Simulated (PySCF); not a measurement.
**Exercise with solution: chemical shift, span and skew from a shielding tensor**

Mg(Br)(SeH) (BrHMgSe), SMILES [SeH][Mg][Br]. Atoms are numbered in the order given.

```xyz
4

Mg    -0.0031     0.0325     0.0000
Br     0.0007     2.3691     0.0000
Se    -0.0417    -2.3799     0.0000
H      1.4330    -2.3926     0.0000
```
Charge 0, spin multiplicity 1.

The structure is a stationary point at B3LYP-D3(BJ)/def2-TZVP. One conformer was computed; it need not be the lowest.

GIAO shieldings from HF/pcSseg-2 (PySCF), non-relativistic, no solvent. The symmetric part of the tensor of Se3 has the principal values 2286.7, 2414.8, 2813.9 ppm. The same nucleus in Me2Se has σ = 1901.4 ppm at this level (PySCF, at its B3LYP-D3(BJ)/def2-TZVP geometry). Without spin–orbit terms, shifts of atoms bonded to Cl or Br come out too high.

Problem. Work out the isotropic shielding, the ⁷⁷Se shift against Me2Se, the span and the skew.

Solution. 
σ(iso) = (σ11 + σ22 + σ33)/3 = 2505.1 ppm. δ = σ(ref) − σ(iso) = 1901.4 − (2505.1) = -603.7 ppm.
Span Ω = σ33 − σ11 = 527.2 ppm. Skew κ = 3(σ(iso) − σ22)/Ω = 0.51. Tumbling in solution averages the tensor to δ; in a static solid the shielding alone would spread this spin-1/2 line over Ω.
